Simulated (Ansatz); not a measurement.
Steps of a relaxation of C2H9GaOS with RKS PBE-D4/def2-SVP.

```sh
$ ansatz run in.yaml --threads 4 --pin off --events-out ev --progress --plain --max-ram 11315MiB
```

```yaml
crystal:
  periodic: [false, false, false]
  atoms:
    - {symbol: C, position_ang: [-1.685500, 0.472100, 0.090200]}
    - {symbol: Ga, position_ang: [-0.009400, -0.475500, -0.066500]}
    - {symbol: C, position_ang: [1.319800, 0.393600, 1.101600]}
    - {symbol: O, position_ang: [-0.175300, -2.200100, 0.447000]}
    - {symbol: S, position_ang: [0.707500, -0.421200, -2.192600]}
    - {symbol: H, position_ang: [-2.082300, 0.515200, 1.130100]}
    - {symbol: H, position_ang: [-1.557500, 1.569500, -0.241500]}
    - {symbol: H, position_ang: [-2.452700, 0.049900, -0.578200]}
    - {symbol: H, position_ang: [2.314900, -0.144600, 1.084100]}
    - {symbol: H, position_ang: [0.995200, 0.376200, 2.188200]}
    - {symbol: H, position_ang: [1.495100, 1.442700, 0.813700]}
    - {symbol: H, position_ang: [-0.542700, -2.141600, 1.405100]}
    - {symbol: H, position_ang: [1.878000, 0.231900, -2.236800]}
    - {symbol: H, position_ang: [-0.218000, 0.302700, -2.915600]}
basis:
  gaussian: {orbitals: def2-SVP}
hamiltonian: {xc: pbe, dispersion: d4}
relax: {f_tol: 0.03, max_steps: 200}
```

Positions (Å) and forces (eV/Å) along the path, 11 of 56 steps:

```xyz
14
step=1 energy=-67449.9726 eV
C    -1.685    0.472    0.090   -0.723    1.933   -0.923
Ga   -0.009   -0.475   -0.067   -0.364    0.698    3.089
C     1.320    0.394    1.102    1.237   -0.318    0.493
O    -0.175   -2.200    0.447   -0.736   -1.223    1.686
S     0.708   -0.421   -2.193   -0.291   -1.509   -1.768
H    -2.082    0.515    1.130    0.152   -0.207   -0.155
H    -1.558    1.569   -0.241   -0.155   -1.000    0.364
H    -2.453    0.050   -0.578   -0.427   -0.090   -0.002
H     2.315   -0.145    1.084   -0.436    0.367    0.016
H     0.995    0.376    2.188   -0.007    0.001   -0.776
H     1.495    1.443    0.814    0.118    0.328    0.065
H    -0.543   -2.142    1.405    0.781   -0.192   -2.068
H     1.878    0.232   -2.237    0.101    0.874   -0.240
H    -0.218    0.303   -2.916    0.751    0.338    0.218
14
step=4 energy=-67451.1459 eV
C    -1.822    0.591    0.036   -0.043   -0.097    0.183
Ga   -0.128   -0.401    0.381    0.060    0.286   -0.256
C     1.484    0.471    1.157   -0.074   -0.099    0.162
O    -0.190   -2.234    0.381   -0.055   -0.291    0.171
S     0.739   -0.616   -2.175    0.034    0.079   -0.102
H    -2.364    0.650    1.004   -0.082    0.040   -0.026
H    -1.658    1.632   -0.307    0.051   -0.023   -0.031
H    -2.486    0.065   -0.679    0.030   -0.004   -0.017
H     2.406   -0.117    0.982    0.001    0.002   -0.028
H     1.326    0.515    2.256    0.079    0.025    0.036
H     1.634    1.514    0.811   -0.022   -0.019   -0.065
H    -0.559   -2.660    1.178    0.058    0.195   -0.154
H     1.730    0.323   -2.195   -0.038   -0.043    0.055
H    -0.123    0.239   -2.800    0.001   -0.050    0.072
14
step=7 energy=-67451.2413 eV
C    -1.836    0.489    0.048    0.024    0.005    0.025
Ga   -0.105   -0.406    0.474    0.043   -0.049   -0.095
C     1.553    0.463    1.129   -0.014    0.004    0.014
O    -0.110   -2.224    0.725    0.191    0.175    0.097
S     0.799   -0.521   -2.232   -0.047   -0.005    0.063
H    -2.444    0.624    0.967   -0.001   -0.004   -0.001
H    -1.663    1.497   -0.383   -0.004   -0.008   -0.002
H    -2.438   -0.104   -0.670    0.005   -0.005    0.004
H     2.439   -0.168    0.914   -0.015    0.000   -0.002
H     1.491    0.584    2.232   -0.004   -0.012   -0.046
H     1.708    1.470    0.689    0.010   -0.013   -0.003
H    -0.990   -2.549    0.967   -0.192   -0.099   -0.073
H     1.722    0.474   -2.116   -0.006    0.009    0.010
H    -0.139    0.343   -2.714    0.010    0.002    0.009
14
step=20 energy=-67451.2973 eV
C    -1.915    0.450    0.105    0.010   -0.007   -0.013
Ga   -0.141   -0.379    0.462    0.001    0.013    0.015
C     1.524    0.525    1.043   -0.002   -0.005    0.000
O    -0.057   -2.169    0.830   -0.012    0.001   -0.012
S     0.590   -0.470   -2.257    0.021    0.049   -0.002
H    -2.457    0.618    1.058   -0.001   -0.004    0.007
H    -1.806    1.435   -0.394   -0.003   -0.001    0.001
H    -2.550   -0.196   -0.535   -0.006    0.002    0.002
H     2.392   -0.151    0.899    0.000    0.002   -0.002
H     1.462    0.757    2.126    0.000    0.003    0.000
H     1.713    1.477    0.506   -0.004   -0.002   -0.003
H    -0.907   -2.619    0.676    0.018    0.005   -0.001
H     1.884   -0.135   -1.986   -0.042   -0.024   -0.002
H     0.256    0.829   -2.505    0.020   -0.033    0.010
14
step=30 energy=-67451.3174 eV
C    -2.010    0.431    0.214   -0.004   -0.002    0.010
Ga   -0.177   -0.309    0.414   -0.006   -0.006   -0.009
C     1.467    0.635    0.990    0.006    0.006    0.007
O     0.034   -2.120    0.604    0.006    0.012   -0.003
S     0.495   -0.321   -2.302    0.211    0.083    0.040
H    -2.483    0.554    1.210    0.002    0.001   -0.006
H    -1.988    1.428   -0.272    0.000   -0.004    0.001
H    -2.658   -0.236   -0.390    0.003    0.001    0.001
H     2.357   -0.001    0.809   -0.003    0.004   -0.001
H     1.418    0.834    2.081    0.002    0.000   -0.004
H     1.608    1.609    0.480   -0.001   -0.003    0.002
H    -0.806   -2.600    0.500   -0.006   -0.007    0.001
H     1.702   -0.872   -1.965   -0.155    0.063   -0.044
H     1.027    0.940   -2.345   -0.053   -0.149    0.006
14
step=32 energy=-67451.3208 eV
C    -2.022    0.428    0.227    0.000    0.000    0.009
Ga   -0.178   -0.291    0.402   -0.020   -0.012   -0.011
C     1.459    0.662    0.985    0.011    0.005   -0.009
O     0.057   -2.103    0.552   -0.006   -0.009    0.011
S     0.488   -0.286   -2.317    0.196    0.079    0.060
H    -2.487    0.538    1.228    0.000    0.002    0.000
H    -2.014    1.429   -0.251    0.000   -0.003    0.001
H    -2.666   -0.241   -0.378    0.003   -0.001    0.000
H     2.357    0.046    0.773   -0.010    0.011    0.004
H     1.422    0.828    2.082   -0.001   -0.002   -0.013
H     1.578    1.653    0.502   -0.001   -0.009    0.008
H    -0.781   -2.592    0.468    0.012    0.007   -0.001
H     1.602   -1.000   -1.969   -0.124    0.070   -0.042
H     1.172    0.899   -2.274   -0.060   -0.138   -0.018
14
step=37 energy=-67451.3342 eV
C    -2.042    0.417    0.253   -0.007   -0.008    0.010
Ga   -0.181   -0.258    0.393    0.006    0.027   -0.010
C     1.442    0.712    0.986    0.000    0.010    0.009
O     0.110   -2.069    0.472    0.007    0.001   -0.016
S     0.494   -0.168   -2.332    0.249   -0.001    0.053
H    -2.496    0.514    1.261    0.000   -0.001   -0.002
H    -2.061    1.418   -0.224    0.001   -0.006    0.003
H    -2.681   -0.264   -0.345   -0.001    0.001    0.001
H     2.350    0.126    0.738   -0.004    0.002    0.001
H     1.419    0.839    2.089    0.002    0.000   -0.003
H     1.528    1.722    0.536   -0.004   -0.003    0.003
H    -0.715   -2.580    0.390    0.001   -0.004    0.000
H     1.333   -1.199   -2.004   -0.127    0.116   -0.039
H     1.489    0.762   -2.184   -0.124   -0.135   -0.012
14
step=38 energy=-67451.3441 eV
C    -2.052    0.420    0.267   -0.012   -0.015    0.013
Ga   -0.179   -0.230    0.376    0.017    0.056   -0.017
C     1.434    0.746    0.986   -0.005    0.022    0.008
O     0.149   -2.038    0.398   -0.004   -0.041   -0.002
S     0.510   -0.157   -2.344    0.353   -0.009    0.094
H    -2.504    0.478    1.280    0.015   -0.006   -0.023
H    -2.087    1.436   -0.177    0.005   -0.019    0.007
H    -2.681   -0.252   -0.351   -0.002    0.010    0.008
H     2.349    0.184    0.712   -0.012    0.005    0.004
H     1.418    0.835    2.093    0.002    0.001   -0.013
H     1.499    1.773    0.570   -0.002   -0.018    0.007
H    -0.667   -2.564    0.320    0.008   -0.009    0.002
H     1.190   -1.298   -1.990   -0.164    0.202   -0.032
H     1.606    0.638   -2.113   -0.198   -0.179   -0.054
14
step=46 energy=-67451.4882 eV
C    -2.007    0.388    0.225   -0.171    0.147    0.235
Ga   -0.057    0.067    0.135    0.011    0.407    0.073
C     1.476    0.897    1.056   -0.059    0.021    0.136
O     0.309   -1.850   -0.141   -0.510   -0.552    0.119
S     0.449   -0.141   -2.289    0.282    0.529   -0.500
H    -2.400    0.141    1.243    0.063    0.072   -0.259
H    -2.252    1.460    0.016    0.093   -0.327    0.043
H    -2.539   -0.246   -0.516   -0.015    0.069    0.032
H     2.412    0.361    0.807    0.009   -0.015    0.004
H     1.327    0.849    2.158    0.062    0.033   -0.119
H     1.588    1.963    0.766   -0.018   -0.049    0.030
H    -0.462   -2.434    0.073    0.477    0.304   -0.236
H     0.331   -1.400   -1.387    0.068   -0.621    0.470
H     1.812   -0.084   -2.118   -0.289   -0.017   -0.028
14
step=55 energy=-67452.0273 eV
C    -1.981    0.400    0.194   -0.005   -0.002    0.001
Ga   -0.027    0.257   -0.107    0.010    0.008   -0.005
C     1.464    0.903    1.015    0.009    0.004    0.001
O     0.261   -1.939   -0.011    0.031   -0.021    0.009
S     0.459   -0.002   -2.361    0.011    0.006    0.004
H    -2.270    0.052    1.207    0.001    0.005   -0.004
H    -2.289    1.462    0.106   -0.004   -0.002    0.002
H    -2.556   -0.174   -0.559   -0.002    0.002   -0.004
H     2.397    0.360    0.765    0.008    0.006    0.003
H     1.249    0.754    2.092   -0.002    0.003    0.002
H     1.638    1.984    0.843   -0.001    0.003    0.000
H    -0.601   -2.394    0.051   -0.042   -0.022    0.008
H     0.443   -1.889   -0.993    0.004    0.013   -0.016
H     1.800    0.196   -2.213   -0.017   -0.003   -0.001
14
step=56 energy=-67452.0277 eV
C    -1.978    0.399    0.194   -0.003    0.005   -0.004
Ga   -0.023    0.255   -0.104    0.004    0.001    0.000
C     1.467    0.907    1.016    0.004    0.005    0.003
O     0.257   -1.949   -0.015    0.000   -0.006   -0.003
S     0.459   -0.003   -2.359   -0.014    0.000    0.000
H    -2.269    0.047    1.205   -0.002   -0.002    0.000
H    -2.285    1.462    0.111    0.000    0.001    0.001
H    -2.552   -0.171   -0.564    0.001   -0.002    0.001
H     2.404    0.372    0.768    0.002    0.000    0.001
H     1.252    0.759    2.094    0.000    0.000    0.001
H     1.632    1.990    0.844   -0.004    0.000   -0.002
H    -0.609   -2.399    0.047    0.003    0.003   -0.003
H     0.434   -1.887   -0.998   -0.004   -0.005    0.004
H     1.799    0.188   -2.212    0.013    0.000    0.000
```

It took 2.8 min on 4 threads of an Arm Neoverse V1 on a shared host, with 0.17 GiB of host memory at the peak.
